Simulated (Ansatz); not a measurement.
Input file for Ansatz (a program for electronic structure): R-wB97M-V/def2-TZVPPD on HBr (SMILES Br) with ghost functions, monomers drawn apart or pushed together. Files ending in .json are basis or fitting sets from the Basis Set Exchange.

Ansatz 0.2 input:
```yaml
crystal:
  periodic: [false, false, false]
  atoms:
    - {symbol: Br, position_ang: [-1.42924959, 0.06058801, -0.17129521]}
    - {symbol: H, position_ang: [-0.30333285, -0.16620468, 0.68132888]}
basis:
  gaussian:
    orbitals: def2-TZVPPD.json
    ghost_atoms:
      - {symbol: C, position_ang: [-0.66026930, 0.46777945, 4.45057161]}
      - {symbol: Si, position_ang: [1.10650205, -0.09316790, 4.18907227]}
      - {symbol: H, position_ang: [-0.84343427, 0.67869968, 5.50577410]}
      - {symbol: H, position_ang: [-1.36578074, -0.30025915, 4.12968247]}
      - {symbol: H, position_ang: [-0.87096279, 1.37415402, 3.88079101]}
      - {symbol: H, position_ang: [2.07207206, 0.95311756, 4.59966707]}
      - {symbol: H, position_ang: [1.34840388, -0.37983925, 2.74682024]}
      - {symbol: H, position_ang: [1.39533844, -1.33707240, 4.94066375]}
hamiltonian:
  xc: {name: wB97M-V}
scf: {lower_state_search: off}
```

Predict the final total energy.

-2574.6098 hartree.

How many basis functions does it have, and what does it roughly cost on one machine?

261 functions; very roughly 7 core-seconds.
